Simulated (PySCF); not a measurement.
Ground-state electric properties of a mixed set of molecules.

All values: PBE0/def2-SVPD (PySCF) at GFN2-xTB geometries, gas phase, one conformer each. Core orbitals are frozen in the response; Δα² is half the sum of the squared differences of the principal polarisabilities.

**Question.** Rank by HOMO–LUMO gap, highest first.
A. `C=C=CCl`
B. `[H]/N=C(\C#N)c1cncs1`
C. `CC(C)F`
D. `CS[C@@H]1C[SiH2][Si@@H]1C#N`
E. `CNc1cnco1`
F. `C=CP1C=C1C(F)(F)F`

**Answer.** C (10.03 eV), A (6.57 eV), E (6.21 eV), F (5.90 eV), D (5.19 eV), B (5.06 eV).

**Question.** Rank by HOMO energy, highest first.
A. `N#C[Si@@H]1[C@@H](C[SiH2]1)SC`
B. `C=CP1C=C1C(F)(F)F`
C. `[SiH3][Si@H](P)[SiH2]CCl`
D. `Cc1coc(=O)o1`
E. `CC(C)F`
F. `CNc1cnco1`

**Answer.** F (-5.87 eV), A (-6.35 eV), D (-7.19 eV), C (-7.33 eV), B (-7.48 eV), E (-9.26 eV).

All values together:

```json
{"SMILES": "CS[C@@H]1C[SiH2][Si@@H]1C#N", "formula": "C4H9NSSi2", "μ (D)": "4.33", "HOMO (eV)": "-6.35", "LUMO (eV)": "-1.16", "α (Å³)": "18.63", "Δα (Å³)": "5.78", "electrons": "84", "α per electron (Å³)": "0.222"}
{"SMILES": "C=C=CCl", "formula": "C3H3Cl", "μ (D)": "1.83", "HOMO (eV)": "-7.47", "LUMO (eV)": "-0.90", "α (Å³)": "7.97", "Δα (Å³)": "6.69", "electrons": "38", "α per electron (Å³)": "0.210"}
{"SMILES": "CNc1cnco1", "formula": "C4H6N2O", "μ (D)": "3.33", "HOMO (eV)": "-5.87", "LUMO (eV)": "0.35", "α (Å³)": "9.62", "Δα (Å³)": "5.53", "electrons": "52", "α per electron (Å³)": "0.185"}
{"SMILES": "CC(C)F", "formula": "C3H7F", "μ (D)": "1.95", "HOMO (eV)": "-9.26", "LUMO (eV)": "0.77", "α (Å³)": "5.92", "Δα (Å³)": "0.74", "electrons": "34", "α per electron (Å³)": "0.174"}
{"SMILES": "C=CP1C=C1C(F)(F)F", "formula": "C5H4F3P", "μ (D)": "2.69", "HOMO (eV)": "-7.48", "LUMO (eV)": "-1.58", "α (Å³)": "12.73", "Δα (Å³)": "6.51", "electrons": "76", "α per electron (Å³)": "0.168"}
{"SMILES": "[SiH3][Si@H](P)[SiH2]CCl", "formula": "CH10ClPSi3", "μ (D)": "1.73", "HOMO (eV)": "-7.33", "LUMO (eV)": "-0.85", "α (Å³)": "21.07", "Δα (Å³)": "5.97", "electrons": "90", "α per electron (Å³)": "0.234"}
{"SMILES": "[H]/N=C(\\C#N)c1cncs1", "formula": "C5H3N3S", "μ (D)": "2.45", "HOMO (eV)": "-7.94", "LUMO (eV)": "-2.88", "α (Å³)": "13.90", "Δα (Å³)": "9.36", "electrons": "70", "α per electron (Å³)": "0.199"}
{"SMILES": "Cc1coc(=O)o1", "formula": "C4H4O3", "μ (D)": "5.29", "HOMO (eV)": "-7.19", "LUMO (eV)": "0.03", "α (Å³)": "8.14", "Δα (Å³)": "4.20", "electrons": "52", "α per electron (Å³)": "0.157"}
{"SMILES": "[H]/N=C/C1(N(C)C)CC1", "formula": "C6H12N2", "μ (D)": "1.85", "HOMO (eV)": "-6.23", "LUMO (eV)": "-0.29", "α (Å³)": "12.74", "Δα (Å³)": "2.25", "electrons": "62", "α per electron (Å³)": "0.205"}
```

Conformers: `[CH3:1][S:2][C@@H:3]1[CH2:4][SiH2:5][Si@@H:6]1[C:7]#[N:8]` with C1–S2–C3–C4 176°, S2–C3–C4–Si5 -137°, C3–C4–Si5–Si6 9°, C4–Si5–Si6–C7 100°, S2–C3–Si6–Si5 130°; `[CH3:1][NH:2][c:3]1[cH:4][n:5][cH:6][o:7]1` with C1–N2–C3–C4 -24°; `[CH2:1]=[CH:2][P:3]1[CH:4]=[C:5]1[C:6]([F:7])([F:8])[F:9]` with C1–C2–P3–C4 -159°; `[SiH3:1][Si@H:2]([PH2:3])[SiH2:4][CH2:5][Cl:6]` with Si1–Si2–P3–H -79° and -171°, Si1–Si2–Si4–C5 26°, Si2–Si4–C5–Cl6 -58°; `[H]/[N:4]=[C:3](\[C:2]#[N:1])[c:5]1[cH:6][n:7][cH:8][s:9]1` with C2–C3–C5–C6 0°; `[H]/[N:6]=[CH:5]/[C:4]1([N:2]([CH3:1])[CH3:3])[CH2:7][CH2:8]1` with C1–N2–C4–C5 -66°, N2–C4–C5–N6 -178°.

**Question.** How closely does the mean polarisability follow the number of electrons in this set?

**Answer.** The correlation coefficient is 0.95; α per electron runs from 0.157 to 0.234 Å³.
